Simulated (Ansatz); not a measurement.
Cost and result for the atomization energy of C4H3F5, SMILES `FC1C(F)(F)CC1(F)F` (12 atoms, 12 bonds).

```xyz
12

F    -1.8441   -0.7958   -1.0046
C    -0.8702    0.0591   -0.6381
C     0.5947   -0.3934   -0.7944
F     0.7185   -1.7305   -0.8431
F     1.2614    0.1225   -1.8423
C     0.9257    0.1894    0.5836
C    -0.5799    0.2333    0.8654
F    -1.0082   -0.8093    1.5970
F    -1.0542    1.3580    1.4299
H    -1.0129    1.0370   -1.1083
H     1.5074   -0.4553    1.2386
H     1.3619    1.1851    0.5163
```

The species carries charge 0 and has multiplicity 1. All single points use the PBE0-D4/def2-TZVP geometry. Program: Ansatz. All runs use 2 threads of an AMD EPYC 7R13 on a shared host and a share of an NVIDIA H100 80 GB. Times are those of one run each, without the atoms' runs, and a repeat can differ threefold. Electronic energies, without spin–orbit coupling; frozen cores. CCSD(T)/CBS adds CCSD(T) − MP2 in def2-TZVPP to the MP2 limit, and its time is that of the two runs behind it. T1 = 0.012. B3LYP takes the VWN-RPA correlation (the form of Gaussian; ORCA's B3LYP/G). HSE06 is the plane-wave form, built on full-range PBE exchange.

CCSD(T)/CBS is a level of theory with its own doubt, some kJ/mol a heavy atom from the limit and from the frozen cores, so smaller differences don't rank the functionals.

```json
{"level": "PBE-QIDH/def2-TZVPP", "functions": "321", "wall time": "9 s"}
{"level": "B2PLYP/def2-TZVPP", "functions": "321", "wall time": "11 s"}
{"level": "PBE0-D4/def2-TZVPP", "functions": "321", "wall time": "11 s"}
{"level": "revPBE-D4/def2-TZVPP", "functions": "321", "wall time": "12 s"}
{"level": "B3LYP-D4/def2-TZVPP (with forces)", "functions": "321", "wall time": "12 s"}
{"level": "HSE06-D4/def2-TZVPP", "functions": "321", "wall time": "13 s"}
{"level": "LDA (SPW92)/def2-TZVPP", "functions": "321", "wall time": "13 s"}
{"level": "CCSD(T)/def2-SVP", "functions": "141", "wall time": "13 s"}
{"level": "MP2/def2-QZVPP", "functions": "603", "wall time": "13 s"}
{"level": "BHLYP-D4/def2-TZVPP", "functions": "321", "wall time": "14 s"}
{"level": "ωB97X-V/def2-TZVPP", "functions": "321", "wall time": "16 s"}
{"level": "CCSD(T)/def2-TZVPP", "functions": "321", "wall time": "21 s"}
{"level": "CCSD(T)/CBS(def2)", "functions": "–", "wall time": "34 s"}
```

(1) What atomization energy does each give, and how far from CCSD(T)/CBS? (Best estimate.)

Results:

(1) The calculation gave: 
```
                            level  atomization (kcal/mol)  difference from CCSD(T)/CBS  per bond
              PBE-QIDH/def2-TZVPP                  1208.5                          1.3       0.1
                B2PLYP/def2-TZVPP                  1193.8                        -13.4      -1.1
               PBE0-D4/def2-TZVPP                  1225.0                         17.8       1.5
             revPBE-D4/def2-TZVPP                  1220.4                         13.2       1.1
B3LYP-D4/def2-TZVPP (with forces)                  1201.3                         -5.9      -0.5
              HSE06-D4/def2-TZVPP                  1226.3                         19.1       1.6
           LDA (SPW92)/def2-TZVPP                  1464.3                        257.1      21.4
                 CCSD(T)/def2-SVP                  1153.3                        -53.9      -4.5
                   MP2/def2-QZVPP                  1243.3                         36.1       3.0
              BHLYP-D4/def2-TZVPP                  1143.2                        -64.0      -5.3
               ωB97X-V/def2-TZVPP                  1217.2                         10.0       0.8
               CCSD(T)/def2-TZVPP                  1174.3                        -32.9      -2.7
                CCSD(T)/CBS(def2)                  1207.2                          0.0       0.0
```

Leaving LDA and LC-ωPBE aside and taking each functional with its dispersion term where it has one, the values, not all of them listed here, spread over 124.8 kcal/mol, from BHLYP-D4 to PBE-D4. LDA lies +202.4 kcal/mol from PBE without D4, its usual overbinding. From r2SCAN to r2SCAN0 (25 % exact exchange), in def2-TZVPP and without D4, the atomization energy moves by −34.4 kcal/mol: exact exchange takes away binding that semilocal exchange gives to molecules. At CCSD(T), def2-SVP lies −53.9 kcal/mol from the extrapolated value and def2-TZVPP −32.8 kcal/mol: correlation converges slowly with the basis, and small sets miss more of it in the bonded molecule than in its fragments.
